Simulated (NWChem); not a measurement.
System meant: octafluorocyclobutane (C4F8); SMILES FC1(F)C(F)(F)C(F)(F)C1(F)F

The following NWChem deck was run.

```
start job
memory heap 200 mb stack 900 mb global 1100 mb
geometry units angstroms noautoz
  F     -0.695332     1.584721    -1.240683
  C     -0.444201     1.012297    -0.050192
  F     -0.801671     1.826885     0.952623
  C      1.012297     0.444201     0.050192
  F      1.826885     0.801671    -0.952623
  F      1.584721     0.695332     1.240683
  C      0.444201    -1.012297    -0.050192
  F      0.801671    -1.826885     0.952623
  F      0.695332    -1.584721    -1.240683
  C     -1.012297    -0.444201     0.050192
  F     -1.826885    -0.801671    -0.952623
  F     -1.584721    -0.695332     1.240683
end
basis spherical
  * library def2-svp
end
dft
  xc xpbe96 cpbe96
  iterations 4
  mulliken
end
task dft energy
```

End of the output:

```
    Atom       Charge   Shell Charges
 -----------   ------   -------------------------------------------------------
    1 F    9     9.02   1.98  1.02  0.73  3.20  2.08  0.01
    2 C    6     5.95   1.96  0.64  0.29  1.82  0.95  0.29
    3 F    9     9.03   1.98  1.02  0.73  3.21  2.08  0.01
    4 C    6     5.95   1.96  0.64  0.29  1.82  0.95  0.29
    5 F    9     9.03   1.98  1.02  0.73  3.21  2.08  0.01
    6 F    9     9.02   1.98  1.02  0.73  3.20  2.08  0.01
    7 C    6     5.95   1.96  0.64  0.29  1.82  0.95  0.29
    8 F    9     9.03   1.98  1.02  0.73  3.21  2.08  0.01
    9 F    9     9.02   1.98  1.02  0.73  3.20  2.08  0.01
   10 C    6     5.95   1.96  0.64  0.29  1.82  0.95  0.29
   11 F    9     9.03   1.98  1.02  0.73  3.21  2.08  0.01
   12 F    9     9.02   1.98  1.02  0.73  3.20  2.08  0.01

 center of mass
 --------------
 x =  -0.00000000 y =  -0.00000000 z =   0.00000000

 moments of inertia (a.u.)
 ------------------
        1715.605365086866          -0.000000000000           0.000000000000
          -0.000000000000        1715.605365086866           0.000000000000
           0.000000000000           0.000000000000        2102.339741025414

     Multipole analysis of the density
     ---------------------------------

     L   x y z        total         alpha         beta         nuclear
     -   - - -        -----         -----         ----         -------
     0   0 0 0     -0.000000    -48.000000    -48.000000     96.000000

     1   1 0 0     -0.000000     -0.000000     -0.000000      0.000000
     1   0 1 0     -0.000000     -0.000000     -0.000000     -0.000000
     1   0 0 1      0.000000      0.000000      0.000000      0.000000

     2   2 0 0    -46.262698   -273.489634   -273.489634    500.716570
     2   1 1 0      0.000000      0.000000      0.000000      0.000000
     2   1 0 1     -0.000000      0.000000      0.000000     -0.000000
     2   0 2 0    -46.262698   -273.489634   -273.489634    500.716570
     2   0 1 1     -0.000000     -0.000000     -0.000000      0.000000
     2   0 0 2    -47.286895   -181.028675   -181.028675    314.770455

 ------------------------------------------------------------------------
 dft energy failed                                                                                  0
 ------------------------------------------------------------------------
 ------------------------------------------------------------------------
  current input line :
    25: task dft energy
 ------------------------------------------------------------------------
 ------------------------------------------------------------------------
 This type of error is most commonly associated with calculations not reaching convergence criteria
 ------------------------------------------------------------------------
 For more information see the NWChem manual at https://nwchemgit.github.io

0:dft energy failed:Received an Error in Communication
```

What is wrong, and how is it mended?

The run did not converge; its last values are not results. Cause: the SCF was allowed too few iterations. This input runs:
```
start job
memory heap 200 mb stack 900 mb global 1100 mb
geometry units angstroms noautoz
  F     -0.695332     1.584721    -1.240683
  C     -0.444201     1.012297    -0.050192
  F     -0.801671     1.826885     0.952623
  C      1.012297     0.444201     0.050192
  F      1.826885     0.801671    -0.952623
  F      1.584721     0.695332     1.240683
  C      0.444201    -1.012297    -0.050192
  F      0.801671    -1.826885     0.952623
  F      0.695332    -1.584721    -1.240683
  C     -1.012297    -0.444201     0.050192
  F     -1.826885    -0.801671    -0.952623
  F     -1.584721    -0.695332     1.240683
end
basis spherical
  * library def2-svp
end
dft
  xc xpbe96 cpbe96
  iterations 150
  mulliken
end
task dft energy
```
It converges to -949.47931 Ha (PBE/def2-SVP).
